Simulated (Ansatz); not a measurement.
A nudged elastic band was laid between two geometries of AsBH$_{3}$ (5 atoms, charge 0, multiplicity 2).

These are results of UKS PBE0-D4/def2-SVP in Ansatz, not measurements.

| Property | Result |
| --- | --- |
| movable images | 1 |
| climbing image | no |
| spring | 5.0 eV/Å² |
| optimiser | quadratic models (default) |
| start path | through a guess of the saddle point |
| force threshold | 0.03 eV/Å |
| iteration limit | 60 |
| end points | relaxed |

Image 0:

```xyz
5
Properties=species:S:1:pos:R:3
B -0.103 -0.638 0.100
As 1.053 0.989 -0.018
H -1.242 -0.559 0.496
H 0.372 -1.722 -0.144
H -0.080 1.929 -0.433
```

Image 2:

```xyz
5
Properties=species:S:1:pos:R:3
B -0.088 -0.382 0.164
As 1.085 1.160 0.410
H -1.171 -0.407 0.703
H 0.248 -1.282 -0.571
H -0.073 0.910 -0.706
```

Problem. What changes between the two ends?

Solution. No bond is made or broken.

Problem. What energy profile does the band end with?

Solution. It converged. The highest image is number 1 of 0 to 2, 7.6 kJ/mol above the first end and 0.8 kJ/mol above the last; the last end lies 6.7 kJ/mol above the first. No image climbed, so the highest image needn't sit at the top of the path. So few images can step over the top or miss a turn of the path.

| image | path coordinate (Å) | energy (kJ/mol) |
| --- | --- | --- |
| 0 | 0.00 | 0.0 |
| 1 | 0.74 | 7.6 |
| 2 | 1.49 | 6.7 |

Problem. What is the geometry of the highest image?

Solution. 
```xyz
5
Properties=species:S:1:pos:R:3
B -0.080 -0.537 0.230
As 1.043 1.118 0.132
H -1.129 -0.505 0.832
H 0.247 -1.555 -0.334
H -0.081 1.479 -0.859
```

The band took 9 iterations and of the order of 30 core-seconds.

Run time: 30 s on 1 thread of AMD EPYC 7R43 64-Core Processor (Zen 3), with other jobs on the host, peak memory 0.16 GiB.
